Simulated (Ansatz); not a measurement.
Mg₉Se₉. Charge 0, multiplicity 1. Geometry PBE-D4/def2-SVP, basis def2-SVP, Ansatz.

```xyz
18

Mg    0.361    0.130    2.773
Mg    1.501    0.534   -1.107
Mg    3.205   -0.543    1.419
Mg   -2.487   -0.334   -1.974
Mg   -1.750   -1.886    0.951
Mg    0.003   -2.362   -2.011
Mg   -1.040    2.356   -1.719
Mg   -2.344    1.426    1.314
Mg    2.812   -2.299   -2.001
Se   -2.513   -2.759   -1.326
Se   -0.239    0.325   -3.128
Se    0.959    3.015   -0.276
Se    2.652   -0.027    3.726
Se    3.987   -0.200   -1.003
Se   -0.167    2.696    1.846
Se   -2.273   -0.476    2.970
Se   -3.406    1.824   -0.966
Se    0.738   -1.419    0.512
```

```json
{"run": "A", "HOMO (eV)": "-4.79", "LUMO (eV)": "-3.55"}
{"run": "B", "HOMO (eV)": "-4.32", "LUMO (eV)": "-3.34"}
{"run": "C", "HOMO (eV)": "-4.59", "LUMO (eV)": "-3.55"}
{"run": "D", "HOMO (eV)": "-5.46", "LUMO (eV)": "-2.85"}
```

Single mean-field runs in def2-SVP are fitted with def2-universal-jkfit. Another isomer (singlet) lies 2.12 eV lower at PBE0-D4/def2-TZVP; other spin states weren't run for this one.

**Question.** The runs used BLYP, PBE, PBE0, r2SCAN. Estimate which is which.

**Answer.** A r2SCAN (0 % exact exchange); B BLYP (0 % exact exchange); C PBE (0 % exact exchange); D PBE0 (25 % exact exchange). Exact exchange lowers occupied and raises empty levels; among semilocal functionals meta-GGAs tend to open the gap a little, and such runs are hard to tell apart. The gap grows from 0.98 eV (BLYP) to 2.60 eV (PBE0).
